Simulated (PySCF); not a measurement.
The dipole of `C=C[Si]1(C=O)[SiH2][SiH2][SiH2]1` from its density and from atomic charges.

Coordinates (GFN2-xTB, Å) and charges (e) from the PBE0/pcSseg-1 density (PySCF):

| atom | x | y | z | Mulliken | IAO | Hirshfeld | ESP-fitted |
| --- | --- | --- | --- | --- | --- | --- | --- |
| C1 | -2.785 | -1.083 | 0.027 | -0.1403 | -0.2681 | -0.0791 | -0.3415 |
| C2 | -2.211 | -0.060 | 0.645 | -0.4830 | -0.4040 | -0.1419 | -0.2879 |
| Si3 | -0.397 | 0.393 | 0.404 | +0.2057 | +0.4303 | +0.1943 | +0.1475 |
| C4 | -0.086 | 1.963 | 1.424 | +0.0134 | +0.0200 | +0.0369 | +0.3085 |
| O5 | 1.018 | 2.469 | 1.435 | -0.3507 | -0.3755 | -0.2140 | -0.4195 |
| Si6 | 0.551 | 0.764 | -1.747 | +0.1703 | +0.1661 | +0.1497 | +0.1190 |
| Si7 | 2.371 | -0.622 | -1.155 | +0.0241 | +0.1658 | +0.1507 | +0.1060 |
| Si8 | 1.375 | -1.109 | 0.931 | +0.1715 | +0.1661 | +0.1488 | +0.1190 |
| H9 | -2.232 | -1.709 | -0.655 | +0.1203 | +0.1435 | +0.0462 | +0.1809 |
| H10 | -3.823 | -1.345 | 0.167 | +0.1249 | +0.1540 | +0.0522 | +0.1763 |
| H11 | -2.819 | 0.534 | 1.320 | +0.1285 | +0.1543 | +0.0450 | +0.1689 |
| H12 | -0.896 | 2.435 | 2.020 | +0.0931 | +0.1006 | +0.0362 | +0.0177 |
| H13 | 0.832 | 2.156 | -2.113 | -0.0036 | -0.0695 | -0.0661 | -0.0362 |
| H14 | -0.288 | 0.288 | -2.859 | -0.0208 | -0.0809 | -0.0743 | -0.0585 |
| H15 | 2.612 | -1.779 | -2.032 | -0.0185 | -0.0794 | -0.0743 | -0.0588 |
| H16 | 3.689 | 0.021 | -1.108 | -0.0104 | -0.0728 | -0.0690 | -0.0459 |
| H17 | 2.136 | -0.809 | 2.147 | -0.0040 | -0.0701 | -0.0667 | -0.0377 |
| H18 | 0.945 | -2.502 | 1.137 | -0.0204 | -0.0805 | -0.0743 | -0.0576 |

Problem. Compute μ = Σ q r for each scheme (1 e·Å = 4.803 D) and compare with the dipole of the full density.

Solution. The full density gives (-2.32, -1.52, -0.37) D, 2.80 D in size; dipole vectors point from the negative to the positive end.

```tsv
scheme	μx	μy	μz	size (D)	share of the full size (%)	angle to the full dipole (°)
Mulliken	0.49	-3.16	-2.39	4.00	143	66
IAO	-1.79	-2.24	-1.03	3.04	109	21
Hirshfeld	-1.33	-1.25	-0.50	1.89	68	12
ESP-fitted	-2.33	-1.55	-0.39	2.82	101	0
```

Problem. Which set comes closest?

Solution. Length of the difference vector: ESP-fitted 0.03 D, Hirshfeld 1.04 D, IAO 1.11 D, Mulliken 3.83 D. Closest: ESP-fitted. ESP charges are fitted to the potential around the molecule, whose slowest-falling term is the dipole's. 

Problem. What is left for the Hirshfeld atoms' own dipoles?

Solution. The Hirshfeld atoms' densities add up to the full density, so μ = Σ q r + Σ (atomic dipoles). The atomic dipoles sum to (-2.32, -1.52, -0.37) − (-1.33, -1.25, -0.50) = (-0.99, -0.27, 0.13) D, 1.04 D in size.

Problem. With the origin at the mean of the coordinates, (0.000, 0.000, -0.001) Å, which are the largest single terms, by size, of the IAO dipole along the direction of the full one?

Solution. O5 +4.29, C1 -3.73, C2 -3.45, H10 +2.87, H9 +1.98 D; all 18 atoms together +2.83 D. The single terms depend on the origin, their sum doesn't.

Problem. Give the size of the full dipole in other units.

Solution. 2.80 D = 1.102 au = 0.583 e·Å = 9.34 × 10⁻³⁰ C·m.

Geometry: GFN2-xTB, one conformer, isolated molecule.

Conformer computed: `[CH2:1]=[CH:2][Si:3]1([CH:4]=[O:5])[SiH2:6][SiH2:7][SiH2:8]1`: C1–C2–Si3–C4 177°, C2–Si3–C4–O5 180°.
